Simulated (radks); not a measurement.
Q: C, 6 electrons, occupied as [He] 2s2 2p2. Method: non-relativistic Kohn-Sham, PBE, spin-unpolarised, spherical densities, point nucleus; computed with a radial shooting solver on a logarithmic mesh with Libxc functionals. Some entries of the table are withheld. Estimate them.

orbital,occ.,eigenvalue (Ry),<1/r> (bohr^-1)
1s,2,-20.08408,5.643
2s,2,-1.00980,(1)
2p,2,(2),0.7682

A: 
(1) 2s <1/r> (bohr^-1): 0.9203
(2) 2p eigenvalue (Ry): -0.38871
